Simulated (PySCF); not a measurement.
## A parent and its derivatives

Computed, not measured: TDDFT PBE0/def2-SVPD, vertical, gas phase, core orbitals frozen in the response in PySCF 2.14.0, density-fitted response routines. Geometries: GFN2-xTB; one conformer of each isolated species. Triplets are in the Tamm–Dancoff approximation. 'Strongest' means the level of largest summed f among the lowest 8 singlets; it needn't be the same kind of state in each.

Parent: `C=C[SiH2]N=C`, with lowest singlet excitation energy 4.01 eV, LUMO energy -0.93 eV, lowest triplet energy 3.38 eV, oscillator strength of the strongest level 0.20. Its spectrum: 4.01 eV (f 0.000); 5.53 eV (f 0.015); 6.20 eV (f 0.037); 6.50 eV (f 0.018); 6.55 eV (f 0.014).

Shifts from the parent:

```
                   change                   SMILES  Δ S1 (eV)  Δ LUMO (eV)  Δ T1 (eV)  Δ f (strongest)
  H on Si replaced by CF3  C=C[Si@@H](N=C)C(F)(F)F      -0.12        -0.57      -0.10            -0.06
H on Si replaced by COCH3     C=C[Si@H](N=C)C(C)=O      -0.58        -0.45      -0.64            -0.13
   H on Si replaced by Cl        C=C[Si@@H](Cl)N=C      +0.10        -0.21      +0.10            -0.02
```

Predict the same shifts for this change: H on Si replaced by F (`C=C[Si@@H](F)N=C`).

Δ lowest singlet excitation energy -0.05 eV, Δ LUMO energy -0.29 eV, Δ lowest triplet energy -0.06 eV, Δ oscillator strength of the strongest level +0.08. Spectrum: 3.96 eV (f 0.000); 5.54 eV (f 0.023); 6.06 eV (f 0.001); 6.51 eV (f 0.009); 6.61 eV (f 0.004). S1 falls most with H on Si replaced by COCH3 (-0.58 eV), and it rises most with H on Si replaced by Cl (+0.10 eV). S1 is simply the lowest singlet of each species and needn't be the same kind of state throughout. Over these 4 changes the shifts of S1 and of the HOMO–LUMO gap correlate with r = 0.99.
